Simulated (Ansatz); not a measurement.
`C[Se][SiH](F)Cl` → `F[Si]Cl` + `C[SeH]` at 700 K and 1 bar (silylene formation by 1,1-elimination).

Computed with Ansatz on PBE0-D4/def2-TZVP structures; ΔE is electronic, products minus reactants. CCSD(T)/CBS adds triple-zeta CCSD(T) − MP2 to the extrapolated MP2 energy (def2 sets, frozen cores). This one scheme is used for every species. For Se outer-core shells are correlated without core-valence functions, which leaves a few kJ/mol of doubt a bond. Scalar relativity is left out up to krypton. One conformer a species, not always the lowest.

| species | CCSD(T)/CBS energy (Eh) | H − E (kJ/mol) | S (J/(mol·K)) |
| --- | --- | --- | --- |
| `C[Se][SiH](F)Cl` | -3289.96087 | 213.2 | 491.9 |
| `F[Si]Cl` | -848.72390 | 42.9 | 319.9 |
| `C[SeH]` | -2441.15625 | 157.6 | 325.3 |

H − E and S are ideal-gas, rigid-rotor, harmonic terms from PBE0-D4/def2-TZVP, for one conformer and one mirror image of each species. 1 Eh = 2625.50 kJ/mol, R = 8.31446 J/(mol·K).

Task: By hand: ΔE, ΔH, ΔS and ΔG.

Result: ΔE = (-848.72390) + (-2441.15625) − (-3289.96087) = 0.08072 Eh = 211.9 kJ/mol. Δ(H − E) = 42.9 + 157.6 − 213.2 = -12.7, so ΔH = 199.2 kJ/mol. ΔS = 319.9 + 325.3 − 491.9 = 153.3 J/(mol·K). ΔG = 199.2 − 700 × (153.3)/1000 = 91.9 kJ/mol.

Task: By hand: the equilibrium constant, and the temperature at which ΔG would vanish if ΔH and ΔS stayed fixed.

Result: log₁₀ K = −ΔG/(RT ln 10) = -6.9. ΔG = 0 at ΔH/ΔS = 1299 K.

The number of gas molecules changes by +1, which sets the sign of ΔS. A doubt of 5 kJ/mol in ΔE shifts log₁₀ K by 0.4 here. Other conformers and mirror images would add mixing entropy, several J/(mol·K) or more a flexible species. Modes under 60 cm⁻¹, often nearly free rotors, make the harmonic entropy too high. These are equilibria of isolated gas molecules and say nothing of rates. Largest T1 diagnostic: 0.014 (customary marks: 0.02 for closed shells, 0.045 for open ones).
